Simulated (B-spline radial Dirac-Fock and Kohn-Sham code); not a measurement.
**Isotope-shift constants of the inner levels of Se**

System: the free selenium atom, [Ar] 3d10 4s2 4p4.

The run's input, task.json:

```json
{"items": [{
  "Z": 34,
  "q": 0,
  "cfg": [[1, 0, 2], [2, 0, 2], [2, 1, 6], [3, 0, 2], [3, 1, 6], [3, 2, 10], [4, 0, 2], [4, 1, 4]],
  "A": 80,
  "rrms": 4.14,
  "do": "isoshift",
  "isotopes": [[74, 73.922475933, 4.07], [76, 75.919213702, 4.1395], [77, 76.91991415, 4.1395], [78, 77.917309244, 4.1406], [80, 79.916521761, 4.14], [82, 81.916699531, 4.14]]
}]}
```

Launch: `python xray2_run.py task.json out`

These are calculated numbers from an atomic code on a B-spline grid; the model is first-order field-shift and mass-shift constants from Dirac-Fock ground and hole states with a Fermi nucleus; the mass shift has no relativistic recoil terms. A binding energy shifts by δE = F·δ⟨r²⟩ + (K_N + K_S)·δ(1/M); F is taken for a change of radius at fixed skin thickness and so holds the higher radial moments.

```csv
level,F (meV/fm²),K_N (meV u),K_S (meV u)
K (1s),-11.63,-6963,2877
L1 (2s),-1.182,-916.2,-216.4
L2 (2p1/2),0.08819,-815.5,954.1
L3 (2p3/2),0.09631,-792.6,896.4
M1 (3s),-0.1832,-132.9,-87.49
M2 (3p1/2),0.01799,-98.07,101.9
M3 (3p3/2),0.01935,-94.67,88.14
M4 (3d3/2),0.01450,-34.51,71.60
M5 (3d5/2),0.01435,-34.03,70.46
```

Line shifts in meV from A = 80 (mass 79.9165 u, rms radius 4.14 fm); radii from Angeli and Marinova (2013).

| A | mass (u) | radius (fm) | Kα1 | Kα2 | Kβ1 | Lα1 |
| --- | --- | --- | --- | --- | --- | --- |
| 74 | 73.9225 | 4.07 | +2.49 | +2.45 | +2.56 | +0.02 |
| 76 | 75.9192 | 4.1395 | -2.71 | -2.73 | -2.64 | +0.04 |
| 77 | 76.9199 | 4.1395 | -1.99 | -2.01 | -1.94 | +0.03 |
| 78 | 77.9173 | 4.1406 | -1.40 | -1.41 | -1.37 | +0.02 |
| 82 | 81.9167 | 4.14 | ? | ? | ? | ? |

Question: What are the shifts for A = 82?

Answer: Kα1 +1.28 meV (field 0.00, mass +1.28); Kα2 +1.29 meV (field 0.00, mass +1.29); Kβ1 +1.25 meV (field 0.00, mass +1.25); Lα1 -0.02 meV (field 0.00, mass -0.02).
